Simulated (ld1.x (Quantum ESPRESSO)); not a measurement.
# u(r) = r·R(r): atom against pseudo-atom (chromium (Cr))

Columns: radius, all-electron u(r) and pseudo u(r) of the 3d shell (level -2.91 eV) of chromium in the configuration [Ne] 3s2 3p6 3d5 4s1 4p0; PBE, scalar-relativistic, TM scheme, ld1.x (Quantum ESPRESSO) 7.5.

| r (bohr) | all-electron | pseudo |
| --- | --- | --- |
| 0.078 | 0.0249 | 0.0049 |
| 0.155 | 0.1176 | 0.0361 |
| 0.232 | 0.2495 | 0.1107 |
| 0.310 | 0.3889 | 0.2322 |
| 0.388 | 0.5139 | 0.3852 |
| 0.465 | 0.6147 | 0.5420 |
| 0.542 | 0.6917 | 0.6788 |
| 0.620 | 0.7466 | 0.7790 |
| 0.698 | 0.7808 | 0.8351 |
| 0.775 | 0.7977 | 0.8532 |
| 0.852 | 0.8015 | 0.8454 |
| 0.930 | 0.7954 | 0.8232 |
| 1.008 | 0.7820 | 0.7959 |
| 1.085 | 0.7637 | 0.7689 |
| 1.162 | 0.7420 | 0.7432 |
| 1.240 | 0.7180 | 0.7181 |
| 1.318 | 0.6927 | 0.6927 |
| 1.395 | 0.6673 | 0.6673 |
| 1.472 | 0.6418 | 0.6418 |
| 1.550 | 0.6163 | 0.6163 |
| 1.628 | 0.5914 | 0.5914 |
| 1.705 | 0.5675 | 0.5675 |
| 1.782 | 0.5445 | 0.5445 |
| 1.860 | 0.5220 | 0.5220 |
| 1.938 | 0.5004 | 0.5004 |
| 2.015 | 0.4800 | 0.4800 |

**Question.** How many radial nodes do the two functions have?

**Answer.** The all-electron 3d function has n − l − 1 = 0; the pseudo-wave has 0.

**Question.** At about which radius was the pseudo-wave matched?

**Answer.** 1.35 bohr. The columns agree to 0.0005 from 1.24 bohr on; several derivatives are matched, so the curves merge somewhat inside the radius.

**Question.** Is the pseudo-wave norm-conserving?

**Answer.** Yes: the TM scheme keeps the norm inside the radius equal to the all-electron one, which fixes the energy derivative of the logarithmic derivative at the level.
